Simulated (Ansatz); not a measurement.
One change: `[CH3][Y]([Cl])[Cl]` becomes `[Cl][Y]([Cl])[Cl]`.

Ansatz, PBE0-D4/def2-TZVP geometries, multiplicity 1. 

Elements past krypton have def2 core potentials.

```json
{"property": "HOMO energy (ωB97M-V/def2-TZVPP) / eV", "`[CH3][Y]([Cl])[Cl]`": "-9.61"}
{"property": "HOMO energy (B3LYP/def2-TZVPP) / eV", "`[CH3][Y]([Cl])[Cl]`": "-7.11"}
{"property": "HOMO–LUMO gap (PBE0/def2-TZVPP) / eV", "`[CH3][Y]([Cl])[Cl]`": "4.87"}
{"property": "HOMO–LUMO gap (PBE/def2-TZVPP) / eV", "`[CH3][Y]([Cl])[Cl]`": "2.81"}
{"property": "HOMO–LUMO gap (B3LYP/def2-TZVPP) / eV", "`[CH3][Y]([Cl])[Cl]`": "4.26"}
{"property": "size of the dipole moment (B3LYP/def2-TZVPP) / D", "`[CH3][Y]([Cl])[Cl]`": "1.58"}
```

Task: Give the same properties after the change, and the shifts. (Estimate.)

Result: Computed: 
```csv
property,`[Cl][Y]([Cl])[Cl]`,shift
HOMO energy (ωB97M-V/def2-TZVPP) / eV,-11.36,-1.75
HOMO energy (B3LYP/def2-TZVPP) / eV,-8.83,-1.72
HOMO–LUMO gap (PBE0/def2-TZVPP) / eV,6.26,1.39
HOMO–LUMO gap (PBE/def2-TZVPP) / eV,4.10,1.29
HOMO–LUMO gap (B3LYP/def2-TZVPP) / eV,5.62,1.36
size of the dipole moment (B3LYP/def2-TZVPP) / D,0.00,-1.58
```

With PBE0 the HOMO falls by 1.77 eV and the LUMO falls by 0.37 eV, so the gap widens by about 1.40 eV. PBE moves the HOMO by -1.65 eV and ωB97M-V by -1.75 eV.

B3LYP here is the variant with VWN-RPA as its local correlation; programs differ in this.
